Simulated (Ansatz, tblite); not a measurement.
Forces on the cluster Ba₃Se₂ at its PBE0-D4/def2-SVP geometry. Charge 0, multiplicity 1.

In the def2 sets Ba takes a core potential; there is no spin–orbit coupling. The xTB rows come from tblite. The restricted singlet is unstable towards broken spin symmetry in Hartree–Fock (as tested in another run); at PBE-D4/def2-TZVP this wasn't settled. The structure comes from a short search, and lower isomers may exist.

GFN1-xTB (tblite), largest force 0.59 eV/Å:

```xyz
5
positions Å, forces eV/Å
Ba    1.414   -0.933    1.596   -0.109    0.071   -0.123
Ba   -2.010   -1.047   -0.530    0.155    0.081    0.041
Ba    0.598    1.981   -1.066   -0.046   -0.152    0.082
Se    0.915   -1.040   -1.419   -0.273    0.311    0.424
Se   -0.916    1.039    1.419    0.274   -0.311   -0.424
```

GFN2-xTB (tblite), largest force 0.12 eV/Å:

```
Ba 0.074 -0.048 0.083
Ba -0.105 -0.054 -0.028
Ba 0.032 0.103 -0.055
Se 0.022 -0.027 -0.037
Se -0.024 0.026 0.036
```

PBE-D4/def2-TZVP (Ansatz), largest force 0.13 eV/Å:

```
Ba -0.077 0.050 -0.087
Ba 0.109 0.057 0.029
Ba -0.033 -0.108 0.057
Se -0.033 0.039 0.053
Se 0.035 -0.038 -0.052
```
